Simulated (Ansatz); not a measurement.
`CBN[SiH3]` + H₂ → `BN[SiH3]` + CH₄ at 600 K and 1 bar (hydrogenolysis of a B–C bond).

Isolated molecules relaxed with PBE0-D4/def2-TZVP in Ansatz; ΔE leaves out vibrations. CCSD(T)/CBS is the MP2 limit (def2-TZVPP, def2-QZVPP) plus CCSD(T) − MP2 in def2-TZVPP, frozen cores. This one scheme is used for every species. One conformer a species, not always the lowest.

```tsv
species	CCSD(T)/CBS energy (Eh)	H − E (kJ/mol)	S (J/(mol·K))
`CBN[SiH3]`	-411.50704	302.9	425.3
H₂	-1.17544	43.9	150.8
`BN[SiH3]`	-372.22946	214.2	364.4
CH₄	-40.46206	140.4	215.7
```

H − E and S are ideal-gas, rigid-rotor, harmonic terms from PBE0-D4/def2-TZVP, for one conformer and one mirror image of each species. For small species the MP2-based limit differs from directly extrapolated CCSD(T) by up to some mEh (0.8 for H₂); such offsets cancel only in part. 1 Eh = 2625.50 kJ/mol, R = 8.31446 J/(mol·K).

Question: By hand: ΔE, ΔH, ΔS and ΔG.

Answer: ΔE = (-372.22946) + (-40.46206) − (-411.50704) − (-1.17544) = -0.00904 Eh = -23.7 kJ/mol. Δ(H − E) = 214.2 + 140.4 − 302.9 − 43.9 = 7.8, so ΔH = -15.9 kJ/mol. ΔS = 364.4 + 215.7 − 425.3 − 150.8 = 4.0 J/(mol·K). ΔG = -15.9 − 600 × (4.0)/1000 = -18.3 kJ/mol.

Question: By hand: the equilibrium constant, and the temperature at which ΔG would vanish if ΔH and ΔS stayed fixed.

Answer: log₁₀ K = −ΔG/(RT ln 10) = 1.6. ΔH and −TΔS have one sign here, so there is no such temperature.

The number of gas molecules stays the same, so ΔS is small and ΔH decides. A doubt of 5 kJ/mol in ΔE shifts log₁₀ K by 0.4 here. Other conformers and mirror images would add mixing entropy, several J/(mol·K) or more a flexible species. These are equilibria of isolated gas molecules and say nothing of rates. Largest T1 diagnostic: 0.012 (customary marks: 0.02 for closed shells, 0.045 for open ones).

ΔS is within the doubt of such terms, so its sign, and with it that verdict, could turn.
